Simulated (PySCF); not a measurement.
**Potential energy of SnF along the bond**

Set-up: basis Sn def2-TZVPP with ECP28, F def2-TZVPP; scalar-relativistic core potentials; PySCF 2.14. Energies in eV from Sn + F in their ground configurations at the same level. State: ²Π (doublet), unpaired electrons π ↑.

```tsv
R (Å)	PBE0	BP86	B2PLYP	UHF-SCS-MP2
1.681	-3.681	-3.898	-3.728	-3.657
1.760	-4.357	-4.625	-4.428	-4.347
1.838	-4.713	-5.028	-4.803	-4.711
1.896	-4.832	-5.181	-4.934	-4.833
1.955	-4.860	-5.241	-4.972	-4.862
2.014	-4.820	-5.231	-4.941	-4.822
2.092	-4.692	-5.141	-4.824	-4.693
2.190	-4.454	-4.945	-4.596	-4.451
2.307	-4.106	-4.642	-4.258	-4.097
2.463	-3.605	-4.193	-3.767	-3.584
```

Problem. Put a parabola through the three lowest points of the PBE0 curve and estimate Re, k and ωe (reduced mass 16.4 u; 1 eV/Å² = 0.16022 mdyn/Å; ωe = 1302.8·√(k/μ) cm⁻¹).

Solution. Through R = 1.896, 1.955, 2.014 Å the second-order coefficient is 9.77 eV/Å², so Re ≈ 1.950 Å, k ≈ 3.13 mdyn/Å and ωe ≈ 569 cm⁻¹. A polynomial fit of higher order to the unrounded PBE0 energies gives Re = 1.947 Å, k = 3.26 mdyn/Å, ωe = 581 cm⁻¹; anharmonicity and rounding make the difference.

The higher-order fit for each curve: PBE0: Re = 1.947 Å, ωe = 581 cm⁻¹, De = 4.86 eV; BP86: Re = 1.974 Å, ωe = 550 cm⁻¹, De = 5.24 eV; B2PLYP: Re = 1.955 Å, ωe = 575 cm⁻¹, De = 4.97 eV; UHF-SCS-MP2: Re = 1.948 Å, ωe = 586 cm⁻¹, De = 4.86 eV.

Correlated steps freeze 5 core orbitals. These are scalar-relativistic numbers at best; spin–orbit coupling would shift them, the dissociation energy most. B2PLYP dipoles, levels and charges come from its SCF part alone. The state is the lowest determinant that a PBE0 search found; another state may lie lower at other levels.
